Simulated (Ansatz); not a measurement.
`CO[SiH2]Cl` + `[SH][Ge]([SH])([Cl])[Cl]` → `CO[SiH2]S` + `[SH][Ge]([Cl])([Cl])[Cl]`  (redistribution)

Program: Ansatz. Geometries: PBE0-D4/def2-TZVP. ΔE: electronic, gas phase. CBS: MP2 limit from def2 TZ/QZ plus the TZ coupled-cluster correction, frozen cores. This one scheme is used for every species. Functionals use def2-TZVPP. For Ge outer-core shells are correlated without core-valence functions, which leaves a few kJ/mol of doubt a bond. Scalar relativity is left out up to krypton. One conformer a species, not always the lowest.

| level | ΔE (eV) |
| --- | --- |
| BLYP-D4 | 0.33 |
| PBE0 | 0.29 |

(1) What does CCSD(T)/CBS give? (Best estimate.)

Largest T1 diagnostic among the species: 0.011.

Answers

(1) The calculation gave: +0.33 eV. The listed levels differ from it by 0.00, -0.04 eV.

At CCSD(T), def2-SVP lies −0.04 eV from the extrapolated value and def2-TZVPP −0.03 eV. Leaving LDA and LC-ωPBE aside and taking each functional with its dispersion term where it has one, the values, not all of them listed here, spread over 0.05 eV, from B97M-V to BLYP-D4.
